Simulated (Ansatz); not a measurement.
Cost and result for the atomization energy of C2H6OSi, SMILES `[SiH3]C1CO1` (10 atoms, 10 bonds).

```xyz
10

Si    0.540    1.205    0.560
C     0.080   -0.150   -0.651
C    -0.613   -1.365   -0.205
O    -1.328   -0.341   -0.856
H     1.978    1.082    0.921
H     0.312    2.541   -0.047
H    -0.300    1.054    1.775
H     0.663   -0.246   -1.568
H    -0.843   -1.500    0.850
H    -0.489   -2.281   -0.778
```

The species carries charge 0 and has multiplicity 1. All single points use the PBE0-D4/def2-TZVP geometry. Program: Ansatz. All runs use 4 threads of a server CPU on a shared host. Times are those of one run each, without the atoms' runs, and a repeat can differ threefold. Electronic energies, without spin–orbit coupling; frozen cores. CCSD(T)/CBS adds CCSD(T) − MP2 in def2-TZVPP to the MP2 limit, and its time is that of the two runs behind it. T1 = 0.012. HSE06 is the plane-wave form, built on full-range PBE exchange.

CCSD(T)/CBS is a level of theory with its own doubt, some kJ/mol a heavy atom from the limit and from the frozen cores, so smaller differences don't rank the functionals.

```tsv
level	functions	wall time
revPBE-D4/def2-TZVPP	219	2.4 s
BLYP-D4/def2-TZVPP	219	2.4 s
PBE-D4/def2-TZVPP (with forces)	219	2.9 s
PBE0-D4/def2-TZVPP	219	3.2 s
BHLYP-D4/def2-TZVPP	219	3.3 s
CCSD(T)/def2-SVP	90	3.3 s
HSE06-D4/def2-TZVPP	219	3.5 s
CAM-B3LYP-D4/def2-TZVPP	219	3.5 s
B2PLYP/def2-TZVPP	219	6 s
B97M-V/def2-TZVPP	219	11 s
MP2/def2-QZVPP	421	22 s
CCSD(T)/def2-TZVPP	219	85 s
CCSD(T)/CBS(def2)	–	110 s
```

Question: What atomization energy does each give, and how far from CCSD(T)/CBS? (An estimate is asked.)

Answer: Ansatz gave: 
```json
{"level": "revPBE-D4/def2-TZVPP", "atomization (kcal/mol)": "855.2", "difference from CCSD(T)/CBS": "-3.5", "per bond": "-0.3"}
{"level": "BLYP-D4/def2-TZVPP", "atomization (kcal/mol)": "856.1", "difference from CCSD(T)/CBS": "-2.6", "per bond": "-0.3"}
{"level": "PBE-D4/def2-TZVPP (with forces)", "atomization (kcal/mol)": "875.2", "difference from CCSD(T)/CBS": "16.5", "per bond": "1.6"}
{"level": "PBE0-D4/def2-TZVPP", "atomization (kcal/mol)": "859.6", "difference from CCSD(T)/CBS": "0.9", "per bond": "0.1"}
{"level": "BHLYP-D4/def2-TZVPP", "atomization (kcal/mol)": "832.1", "difference from CCSD(T)/CBS": "-26.6", "per bond": "-2.7"}
{"level": "CCSD(T)/def2-SVP", "atomization (kcal/mol)": "812.1", "difference from CCSD(T)/CBS": "-46.6", "per bond": "-4.7"}
{"level": "HSE06-D4/def2-TZVPP", "atomization (kcal/mol)": "860.3", "difference from CCSD(T)/CBS": "1.6", "per bond": "0.2"}
{"level": "CAM-B3LYP-D4/def2-TZVPP", "atomization (kcal/mol)": "861.8", "difference from CCSD(T)/CBS": "3.1", "per bond": "0.3"}
{"level": "B2PLYP/def2-TZVPP", "atomization (kcal/mol)": "848.9", "difference from CCSD(T)/CBS": "-9.8", "per bond": "-1.0"}
{"level": "B97M-V/def2-TZVPP", "atomization (kcal/mol)": "861.2", "difference from CCSD(T)/CBS": "2.5", "per bond": "0.2"}
{"level": "MP2/def2-QZVPP", "atomization (kcal/mol)": "861.5", "difference from CCSD(T)/CBS": "2.8", "per bond": "0.3"}
{"level": "CCSD(T)/def2-TZVPP", "atomization (kcal/mol)": "836.7", "difference from CCSD(T)/CBS": "-22.0", "per bond": "-2.2"}
{"level": "CCSD(T)/CBS(def2)", "atomization (kcal/mol)": "858.7", "difference from CCSD(T)/CBS": "0.0", "per bond": "0.0"}
```

In def2-TZVPP, CCSD(T) changes the Hartree–Fock value by +218.3 kcal/mol (the triples alone add +12.7 kcal/mol) and MP2 by +230.0 kcal/mol; breaking electron pairs costs correlation energy, which Hartree–Fock lacks. From r2SCAN to r2SCAN0 (25 % exact exchange), in def2-TZVPP and without D4, the atomization energy moves by −13.7 kcal/mol: exact exchange takes away binding that semilocal exchange gives to molecules. At CCSD(T), def2-SVP lies −46.5 kcal/mol from the extrapolated value and def2-TZVPP −22.0 kcal/mol: correlation converges slowly with the basis, and small sets miss more of it in the bonded molecule than in its fragments.
